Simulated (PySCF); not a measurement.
Correlation energy of Co (cobalt, neutral)

[Ar] 3d7 4s2, high-spin 4F determinant. Computed with PySCF 2.14 in aug-cc-pV5Z (10s9p7d5f4g3h2i, 202 functions), with the non-relativistic Hamiltonian (point nucleus). Frozen: [Ar]; 9 electrons correlated.

MP2 pair energies summed by pair of shells (mhartree):

```csv
pair,energy,share (%)
3d-3d,-214.70,76.4
3d-4s,-42.39,15.1
4s-4s,-23.79,8.5
```

Total MP2 correlation energy: -280.88 mhartree.

Same-spin part -106.71 and opposite-spin part -174.17 mhartree; SCS-MP2 scales them by 1/3 and 6/5 to -244.57 mhartree.
